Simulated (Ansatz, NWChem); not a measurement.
# C2H5I (iodoethane): the vertical ionisation energy from total energies

The species is C2H5I (8 atoms), meant as a singlet with charge 0. As SMILES, `CCI`. The coordinates come from a PBE0-D4/def2-TZVP relaxation.

Both states at this one shape; open shells run unrestricted unless said. 1 Eh = 27.2114 eV.

```
                         level  program  singlet C2H5I (Eh)  doublet C2H5I+ (Eh)
                    BP86/3-21G   NWChem        -6969.355724         -6969.008874
                 BP86/6-311G**   NWChem        -6999.322883         -6998.969912
PBE/def2-SVPD (core potential)   Ansatz         -376.740591          -376.393612
```

Work out the vertical ionisation energy at each level.


1. BP86/3-21G: -6969.008874 − (-6969.355724) = 0.346850 Eh = 9.44 eV.
2. BP86/6-311G**: -6998.969912 − (-6999.322883) = 0.352971 Eh = 9.60 eV.
3. PBE/def2-SVPD (core potential): -376.393612 − (-376.740591) = 0.346979 Eh = 9.44 eV.

No measured value is set beside it here; the levels span 9.44 to 9.60 eV. Spin-orbit coupling, which splits open shells on such heavy atoms by tenths of an eV, is left out. All-electron rows are non-relativistic unless named.
